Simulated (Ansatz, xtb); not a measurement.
# Relative energy of two isomers of C5H7B

We compare I, `BC1=CC=CC1`, a singlet, with II, `BC1=CCC=C1`, a singlet. Both are isolated molecules in the gas phase, relaxed with B3LYP/def2-SVP; the shapes shown needn't be the lowest conformers.

I (Å):

```csv
atom,x (Å),y (Å),z (Å)
C,-0.6393,0.5303,-0.1154
C,-0.0785,1.7859,-0.0490
C,1.1649,1.8433,-0.7978
C,1.3979,0.6201,-1.3437
C,0.2903,-0.3116,-0.9661
B,-1.9431,0.1071,0.5506
H,-2.5701,0.9104,1.2017
H,-2.3693,-1.0201,0.4434
H,-0.5108,2.6294,0.4952
H,1.7981,2.7267,-0.8984
H,2.2536,0.3433,-1.9630
H,-0.2239,-0.7246,-1.8558
H,0.6646,-1.1975,-0.4168
```

II (Å):

```xyz
13

C    -0.7943    0.8511   -0.4325
C     0.3589    1.5891   -0.3594
C     1.5601    0.6969   -0.4257
C     0.9573   -0.6769   -0.5487
C    -0.3888   -0.5704   -0.5510
B    -2.2073    1.4517   -0.3930
H    -2.3426    2.6484   -0.2916
H    -3.1921    0.7546   -0.4610
H     0.4084    2.6761   -0.2658
H     2.1999    0.8084    0.4722
H     2.2149    0.9587   -1.2806
H     1.5424   -1.5948   -0.6224
H    -1.0981   -1.3971   -0.6279
```

Energies in hartree; the thermal terms are from GFN2-xTB frequencies at re-optimised GFN2-xTB minima (ideal gas, soft modes damped towards free rotors, one conformer each, 298.15 K, 1 atm) and include the zero-point energy:

```
                              I           II
E, CCSD(T)/def2-SVP  −218.721717  −218.717427
    E, MP2/def2-SVP  −218.635682  −218.630387
  E, MP2/def2-TZVPP  −219.029511  −219.024058
  zero-point energy     0.101084     0.100812
       H(298 K) − E     0.107916     0.107732
       G(298 K) − E     0.072349     0.071946
```

**Question.** Correct the CCSD(T) difference for the basis set by the MP2 change, then work out ΔE, ΔE₀, ΔH and ΔG for I → II in kJ/mol (1 Eh = 2625.50 kJ/mol) and the equilibrium ratio [II]/[I].

**Answer.** 1. Differences II − I: CCSD(T) +0.004290, MP2 in the small set +0.005295, MP2 in the large set +0.005453 Eh.
2. ΔE = +0.004290 + (+0.005453 − (+0.005295)) = +0.004448 Eh = +11.68 kJ/mol.
3. ΔE₀ = ΔE + ΔZPE = +0.004448 + (−0.000272) Eh = +10.96 kJ/mol.
4. ΔH = ΔE + (−0.000184) Eh = +11.20 kJ/mol.
5. ΔG = ΔE + (−0.000403) Eh = +10.62 kJ/mol, so ΔS = (ΔH − ΔG)/T = +1.9 J/(mol K).
6. kT = 0.9442 mEh, so K = [II]/[I] = exp(−ΔG/kT) = exp(−4.28) ≈ 0.014.

Structure I is favoured at this temperature. An error of 4 kJ/mol in ΔG would change K by a factor of 5. Mirror images and further conformers aren't counted.

As drawn, both hold the same kinds of bond in the same numbers.

Other levels gave ΔE = +13.6 (GFN2-xTB); +6.5 (HF/STO-3G, GFN2-xTB geometries); +19.1 (r2SCAN-D4/def2-SVP, GFN2-xTB geometries); +16.3 (B3LYP/def2-SVP); +9.0 (HF/def2-SVP); +13.9 (MP2/def2-SVP); +11.3 (CCSD(T)/def2-SVP) kJ/mol. The correlated steps freeze 6 core orbitals. Programs: Ansatz 0.2.0, xtb 6.7.1.
